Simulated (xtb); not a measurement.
xtb input (GFN2-xTB):

```bash
xtb mol.xyz --gfn 2 --sp --chrg 1 --uhf 0
```
mol.xyz:
```
2

B     -0.00000000    -0.00000000    -0.73134743
O      0.00000000     0.00000000     0.45709214
```

End of the output:

```
         :::::::::::::::::::::::::::::::::::::::::::::::::::::
         ::                     SUMMARY                     ::
         :::::::::::::::::::::::::::::::::::::::::::::::::::::
         :: total energy              -4.653854801634 Eh    ::
         :: gradient norm              0.127846085962 Eh/a0 ::
         :: HOMO-LUMO gap              3.687143738692 eV    ::
         ::.................................................::
         :: SCC energy                -4.709636268887 Eh    ::
         :: -> isotropic ES            0.241802713898 Eh    ::
         :: -> anisotropic ES         -0.003816089001 Eh    ::
         :: -> anisotropic XC         -0.009280536205 Eh    ::
         :: -> dispersion             -0.000204694472 Eh    ::
         :: repulsion energy           0.055781467253 Eh    ::
         :: add. restraining           0.000000000000 Eh    ::
         :: total charge               1.000000000000 e     ::
         :::::::::::::::::::::::::::::::::::::::::::::::::::::

           -------------------------------------------------
          |                Property Printout                |
           -------------------------------------------------

    * Orbital Energies and Occupations

         #    Occupation            Energy/Eh            Energy/eV
      -------------------------------------------------------------
         1        2.0000           -1.1306292             -30.7660
         2        2.0000           -0.9679200             -26.3384
         3        2.0000           -0.9679200             -26.3384
         4        2.0000           -0.9676868             -26.3321 (HOMO)
         5                         -0.8321868             -22.6450 (LUMO)
         6                         -0.6443986             -17.5350
         7                         -0.6443986             -17.5350
         8                          0.3206689               8.7258
      -------------------------------------------------------------
                  HL-Gap            0.1355000 Eh            3.6871 eV
             Fermi-level           -0.8999368 Eh          -24.4885 eV

     #   Z          covCN         q      C6AA      α(0)
     1   5 B        0.789     0.781    37.896    12.953
     2   8 O        0.789     0.219    12.493     4.738

 Mol. C6AA /au·bohr⁶  :         90.084033
 Mol. C8AA /au·bohr⁸  :       2887.770324
 Mol. α(0) /au        :         17.690985

Wiberg/Mayer (AO) data.
largest (>0.10) Wiberg bond orders for each atom

 ---------------------------------------------------------------------------
     #   Z sym  total        # sym  WBO       # sym  WBO       # sym  WBO
 ---------------------------------------------------------------------------
Note: The following floating-point exceptions are signalling: IEEE_DENORMAL
normal termination of xtb
     1   5 B    2.987 --     2 O    2.987
     2   8 O    2.987 --     1 B    2.987
 ---------------------------------------------------------------------------

Topologies differ in total number of bonds
Writing topology from bond orders to xtbtopo.mol

molecular dipole:
                 x           y           z       tot (Debye)
 q only:        0.000       0.000      -0.889
   full:        0.000      -0.000      -1.869       4.751
molecular quadrupole (traceless):
                xx          xy          yy          xz          yz          zz
 q only:       -0.827       0.000      -0.827       0.000       0.000       1.655
  q+dip:       -2.571       0.000      -2.571      -0.000       0.000       5.141
   full:       -2.047      -0.000      -2.047      -0.000       0.000       4.094

           -------------------------------------------------
          | TOTAL ENERGY               -4.653854801634 Eh   |
          | GRADIENT NORM               0.127846085962 Eh/α |
          | HOMO-LUMO GAP               3.687143738692 eV   |
           -------------------------------------------------

------------------------------------------------------------------------
------------------------------------------------------------------------
 total:
 SCF:
```
